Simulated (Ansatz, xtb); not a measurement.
# C6H6P2: 3 structures ranked

3 gas-phase structures of C6H6P2, from a drawn sample of its isomers (lower ones may exist). Each was relaxed with GFN2-xTB; where two conformers were screened, the lower at r2SCAN-D4/def2-SVP is listed:

A. `[H]/P=P\c1ccccc1`, a singlet
B. `C=CC1=PC=CP=C1`, a singlet
C. `C=CC1=PC=CC=P1`, a singlet

Question: Make a reasoned guess at their ranking by r2SCAN-D4/def2-SVP single-point energy.

Answer: Calculated order at r2SCAN-D4/def2-SVP: A (0.0), C (17.9), B (19.6) kcal/mol.

Energies above the lowest of each column, in kcal/mol; the last columns are at PBE0-D3(BJ)/def2-SVP geometries:

```csv
structure,GFN2-xTB,HF/STO-3G,r2SCAN-D4/def2-SVP,PBE0-D3(BJ)/def2-SVP,CCSD(T)/def2-SVP + ΔMP2/def2-TZVPP
A,0.0,0.0,0.0,0.0,0.0
C,31.5,10.3,17.9,20.1,15.3
B,31.5,8.5,19.6,21.7,16.8
```

Every level run on A puts it lowest or level with the lowest. Flexible structures stand in one conformer each, not always the lowest. ΔMP2 is the change of the MP2 energy from the smaller to the larger basis.

Programs: Ansatz 0.2.0, xtb 6.7.1.
